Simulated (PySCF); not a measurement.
## How methods differ on the ionisation energy of Fe¹⁵⁺

Fe¹⁵⁺ [Ne] 3s1 (2S) → Fe¹⁶⁺ [Ne] (1S), as a difference of total energies. Computed with PySCF 2.14 in an even-tempered Gaussian basis (17 s from 1.1 bohr⁻², ratio 2.5; 11 p from 1.4 bohr⁻², ratio 2.5; 5 d from 5.7 bohr⁻², ratio 2.7; 4 f from 8.5 bohr⁻², ratio 2.7), with the non-relativistic Hamiltonian (point nucleus). Correlated levels: outer shells: 1s2 frozen; virtual orbitals above 40 to 60 times the deepest correlated orbital energy dropped. The calculations carry no spin-orbit coupling.

```tsv
method	ionisation energy (eV)	difference from reference (eV)
UHF	484.92	-4.39
MP2 (outer shells)	485.50	-3.81
SCS-MP2 (outer shells)	485.40	-3.91
CCSD (outer shells)	485.51	-3.80
CCSD(T) (outer shells)	485.51	-3.80
```

Reference: 489.31 eV (semi-empirical (NIST evaluation); NIST Atomic Spectra Database, ionization energies).

These non-relativistic numbers lack the scalar-relativistic shift.
